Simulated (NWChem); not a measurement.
Species: HSeF; SMILES [SeH]F

```xyz
3

Se     0.0393     0.3601     0.0000
H     -1.4403     0.5293     0.0000
F      0.0115    -1.4192     0.0000
```
Atoms are numbered in this order, from 1.

The geometry was optimised at B3LYP/6-31G* (spherical d).

Symmetry labels are those of Cs in the frame above (b1 and b2, or b-type labels, depend on it). States above −ε(HOMO) = 6.0 eV lie in this functional's continuum and hang on the basis.

**Question.** List the 4 lowest vertical singlet excitations from PBE/def2-SVPD, full TDDFT (NWChem).

**Answer.** 
```json
[
 {"state": "S1", "energy (eV)": "2.90", "oscillator strength": "0.000", "symmetry": "a\"", "leading excitation (squared amplitude)": "HOMO → LUMO (1.00)"},
 {"state": "S2", "energy (eV)": "5.06", "oscillator strength": "0.022", "symmetry": "a\"", "leading excitation (squared amplitude)": "HOMO → LUMO+1 (0.99)"},
 {"state": "S3", "energy (eV)": "5.74", "oscillator strength": "0.006", "symmetry": "a'", "leading excitation (squared amplitude)": "HOMO−1 → LUMO (0.98)"},
 {"state": "S4", "energy (eV)": "6.81", "oscillator strength": "0.015", "symmetry": "a\"", "leading excitation (squared amplitude)": "HOMO → LUMO+3 (0.95)"}
]
```
